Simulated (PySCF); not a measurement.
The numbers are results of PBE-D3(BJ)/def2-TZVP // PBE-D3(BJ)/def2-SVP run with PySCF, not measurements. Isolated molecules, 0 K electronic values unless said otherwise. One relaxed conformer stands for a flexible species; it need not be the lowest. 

Reference species: [Zn(OH)(NH2)] (neutral, multiplicity 1).

| Item | Result |
|---|---|
| coordination number | 2 |
| HOMO | -5.89 eV |
| LUMO | -1.65 eV |
| mean distance from the central atom to its bonded neighbours | 1.807 Å |

After one change: the coordination number stays essentially unchanged; the HOMO drops by 1.14 eV; the LUMO falls by 0.74 eV; the mean distance from the central atom to its bonded neighbours increases by 0.136 Å.

### Question
Name the change that produced these shifts. The new species is one of these.
(A) [Zn(OH)(Br)]
(B) [Zn(OH)(F)]
(C) [Zn(OH)(Cl)]
(D) [Zn(OH)2]

### Answer
C, [Zn(OH)(Cl)]
